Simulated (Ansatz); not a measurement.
Input for Ansatz (a quantum-chemistry and plane-wave program): R-B3LYP/def2-TZVPPD on H2Se (SMILES [SeH2]). Files ending in .json are basis or fitting sets from the Basis Set Exchange.

Ansatz 0.2 input:
```yaml
crystal:
  periodic: [false, false, false]
  atoms:
    - {symbol: Se, position_ang: [-0.03496880, -0.52307872, 3.34766946]}
    - {symbol: H, position_ang: [-1.47877791, -0.59164649, 3.08545413]}
    - {symbol: H, position_ang: [-0.26552134, -0.01423495, 4.70950070]}
basis:
  gaussian:
    orbitals: def2-TZVPPD.json
hamiltonian:
  xc: {name: B3LYP}
scf: {lower_state_search: off}
```

Task: What total energy does the run end on?

Result: -2402.7910 hartree.
